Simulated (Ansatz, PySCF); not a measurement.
F₂HS, SMILES F[SH+]F, charge +1. Atoms are numbered in the order given.

```xyz
4

F     -0.0119     0.4826    -1.1812
S      0.0596    -0.4706     0.0000
F     -0.0119     0.4826     1.1812
H     -1.2642    -0.8237     0.0000
```
Charge +1, spin multiplicity 1.

Geometry: PBE0-D3(BJ)/def2-TZVP. The isomer is the one that the SMILES or the coordinates give; other isomers of the formula were not compared.

Two levels are set side by side: PBE-D3(BJ)/def2-TZVP (Ansatz, a first-principles code) and PBE0-D3(BJ)/def2-TZVP (Ansatz). Each level has its own optimised geometry; the coordinates shown are those of the second. Frequencies come from the Hessian of PySCF at each geometry. Differences are taken from unrounded values.

```json
[
 {"quantity": "mean bond length (Å)", "PBE0-D3(BJ)": "1.470"},
 {"quantity": "bond F1–S2 (Å)", "PBE0-D3(BJ)": "1.520"},
 {"quantity": "bond S2–F3 (Å)", "PBE0-D3(BJ)": "1.520"},
 {"quantity": "bond S2–H4 (Å)", "PBE0-D3(BJ)": "1.370"},
 {"quantity": "highest harmonic wavenumber (cm⁻¹)", "PBE0-D3(BJ)": "2524"},
 {"quantity": "mean harmonic wavenumber (cm⁻¹)", "PBE0-D3(BJ)": "1169"},
 {"quantity": "zero-point energy (kcal/mol)", "PBE0-D3(BJ)": "10.03"}
]
```

Question: What does PBE-D3(BJ) give, and how far is it from PBE0-D3(BJ)? (The exact figures need the calculation; the answer reports its results.)

Answer: 
| quantity | PBE-D3(BJ) | PBE-D3(BJ) minus PBE0-D3(BJ) |
|---|---|---|
| mean bond length (Å) | 1.494 | 0.024 |
| bond F1–S2 (Å) | 1.547 | 0.027 |
| bond S2–F3 (Å) | 1.547 | 0.027 |
| bond S2–H4 (Å) | 1.387 | 0.017 |
| highest harmonic wavenumber (cm⁻¹) | 2391 | -132 |
| mean harmonic wavenumber (cm⁻¹) | 1099 | -70 |
| zero-point energy (kcal/mol) | 9.43 | -0.60 |

Exact exchange shortens and stiffens bonds; PBE has none. Differences between two approximate levels are no errors against the true value.
